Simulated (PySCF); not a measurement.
Gas-phase equilibrium of 1 mol GeF₄, 1.3 mol H₂ at 1800 K and 0.0100 bar, among 16 species (GeH₄, Ge₂H₆, F₂, GeF₂, GeF₃, F, H, GeH₃F, GeHF₃, HF, H₂, Ge₃H₈, GeH₃, GeH₂F₂, GeH₂, GeF₄). Only gases are allowed; each row takes one source of thermochemistry for all species, and Cantera finds the minimum.

Computed with PySCF and rigid-rotor harmonic-oscillator thermochemistry at 1 bar. † marks an energy on the PBE0/def2-TZVP geometry and frequencies. MP2 and CCSD(T) freeze the core. Open shells (unrestricted) among the columns below: GeF₃ (multiplicity 2), F (multiplicity 2, electronic degeneracy 6), H (multiplicity 2); the rest are closed-shell singlets. Spin-orbit splitting is ignored; it lowers the true energy and changes the entropy of F. B3LYP is the form with VWN-RPA correlation. Ge: all electrons, no relativistic terms. GeF₃: computed as isolated molecules; such fragments, hydroxides, amides, oligomers or adducts are transient or little studied in the gas. MP2 isn't extrapolated to the basis-set limit. CCSD(T) isn't extrapolated to the basis-set limit. The harmonic model lacks anharmonicity and excited electronic states, which grow with temperature; levels with a mode under 35 cm⁻¹ are left out.

Molecules larger than those listed are left out, and so are free Ge atoms, whose spin-orbit terms are large. Also missing: (HF)n, which can matter at low temperature or high pressure. Table species left out: H2F2, H3F3, H4F4.

With B3LYP/def2-TZVP† thermochemistry: HF 0.61, GeF₂ 0.30, H₂ 0.090, H 0.0010, F 4.7e-6, GeF₃ 3.0e-7.

How far does the composition move with the other sources (CCSD(T)/def2-SVP†, M06-2X/def2-TZVP†, MP2/def2-SVP†, r2SCAN/def2-TZVP†, ωB97M-V/def2-TZVP†)?


```
thermochemistry     x HF  x GeF₂   x H₂     x H     x F  x GeF₃
------------------  ----  ------  -----  ------  ------  ------
B3LYP/def2-TZVP†    0.61    0.30  0.090  0.0010  4.7e-6  3.0e-7
CCSD(T)/def2-SVP†   0.61    0.30  0.089  0.0026  1.8e-5  7.8e-7
M06-2X/def2-TZVP†   0.61    0.30  0.090  0.0014  2.9e-6  3.9e-6
MP2/def2-SVP†       0.60    0.30  0.088  0.0053  3.7e-6  2.2e-6
r2SCAN/def2-TZVP†   0.61    0.30  0.090  0.0015  4.0e-6  3.2e-6
ωB97M-V/def2-TZVP†  0.61    0.30  0.090  0.0013  3.1e-6  4.1e-7
```
The most sensitive of these is GeF₃: it spans a factor of 10^1.1 over these rows; at this temperature one factor of ten is RT ln 10 = 34 kJ/mol.
